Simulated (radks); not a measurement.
Problem. C II, configuration [He] 2s2 2p1 (the NIST ground configuration). All-electron calculation, Dirac Kohn-Sham, PBE, spin-unpolarised, spherical densities, point nucleus; open shells fill j = l - 1/2 first. Program: a radial shooting solver on a logarithmic mesh with Libxc functionals. Some entries of the table are withheld. Estimate them.

orbital  occ.  eigenvalue (hartree)  r(max) (bohr)
1s1/2       2                   (1)         0.1739
2s1/2       2              -0.94651          1.173
2p1/2       1                   (2)            (3)
2p3/2       0                   (4)            (5)

Solution. 
(1) 1s1/2 eigenvalue (hartree): -10.59783
(2) 2p1/2 eigenvalue (hartree): -0.62511
(3) 2p1/2 r(max) (bohr): 1.110
(4) 2p3/2 eigenvalue (hartree): -0.62468
(5) 2p3/2 r(max) (bohr): 1.111
